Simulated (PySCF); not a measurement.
Ge(H)2(vinyl)(NH2) (C2H7GeN), SMILES C=[CH][GeH2][NH2].

Geometry: B3LYP-D3(BJ)/def2-SVP. This is a generated structure with no PubChem entry under its InChIKey; it may be hypothetical. One conformer was computed; it need not be the lowest.

Two levels are set side by side: TDDFT-PBE/def2-SVPD (PySCF) and TDDFT-CAM-B3LYP/def2-SVPD (PySCF). Vertical, same geometry. The lowest singlet is HOMO→LUMO 97 % with PBE and HOMO→LUMO 85 % with the other functional; states are paired by order. Differences are taken from unrounded values.

| quantity | TDDFT-PBE |
|---|---|
| lowest singlet excitation (eV) | 4.54 |
| lowest triplet excitation (TDA) (eV) | 4.11 |
| first bright state (f over 0.05) (eV) | 6.31 |
| its oscillator strength | 0.10 |

Task: These are the TDDFT-PBE values. What does TDDFT-CAM-B3LYP give? (An estimate is asked for; the answer gives what the named calculation found.)

Result: 
```csv
quantity,TDDFT-CAM-B3LYP,TDDFT-PBE minus TDDFT-CAM-B3LYP
lowest singlet excitation (eV),5.88,-1.34
lowest triplet excitation (TDA) (eV),4.24,-0.13
first bright state (f over 0.05) (eV),7.12,-0.82
its oscillator strength,0.35,-0.26
```

Functionals without exact exchange tend to place singlet excitations lower, as here. Differences between two approximate levels are no errors against the true value.

Rough cost on one machine, each run with all the roots and properties that it gave: TDDFT-CAM-B3LYP against TDDFT-PBE about 6 times.
